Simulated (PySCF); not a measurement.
# Au: electron affinity

Au⁻ [Xe] 4f14 5d10 6s2 (1S) → Au [Xe] 4f14 5d10 6s1 (2S), as a difference of total energies. Calculation: PySCF 2.14, in aug-cc-pVDZ-PP with ECP60MDF (5s5p4d2f, 54 functions); a scalar-relativistic core potential. Correlated levels: valence: 5s2 5p6 frozen. The calculations carry no spin-orbit coupling.

```tsv
method	electron affinity (eV)	error (eV)
UHF	0.606	-1.703
MP2 (valence)	2.066	-0.243
SCS-MP2 (valence)	2.028	-0.281
CCSD (valence)	1.957	-0.352
CCSD(T) (valence)	2.084	-0.225
```

Reference: 2.309 eV (measured; photodetachment measurements, as compiled on the Wikipedia data page of electron affinities).

Errors of the correlated levels include the incompleteness of this basis and the frozen core.

The coupled-cluster amplitudes are large for Au⁻ (T1 above 0.03 or a double amplitude above 0.15), so a single reference is strained.
